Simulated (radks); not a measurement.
Values are calculated unless marked as measured or tabulated.
Question: Neutral caesium, [Xe] 6s1. Code: a radial shooting solver on a logarithmic mesh with Libxc functionals. Model: non-relativistic Kohn-Sham, r2SCAN, spin-polarised, spherical densities, point nucleus; meta-GGA in the generalised Kohn-Sham scheme. Every spin shell is full or empty, so the densities are truly spherical. Functionals are evaluated on that one density, not self-consistently. Rank these orbital-free kinetic functionals by their error against the exact value of the orbitals, and give that value: Thomas-Fermi, von Weizsacker, TF + vW, TF + vW/9, TF + vW/5, LC94, APBEK, revAPBEK, Perdew 92, Thakkar, Pearson, LKT, PG1, DePristo-Kress, Ernzerhof.

Answer: Exact: 7554.02 hartree. From best to worst, with 100 (|E| - |E exact|)/|E exact| (equal figures are ties): LC94 +0.06, APBEK +0.10, DePristo-Kress -0.12, revAPBEK +0.27, Ernzerhof -0.42, Thakkar -0.62, Perdew 92 -0.67, TF + vW/9 -0.68, Pearson -0.90, TF + vW/5 +2.90, Thomas-Fermi -5.16, PG1 +14.51, LKT +18.50, TF + vW +35.14, von Weizsacker -59.70.
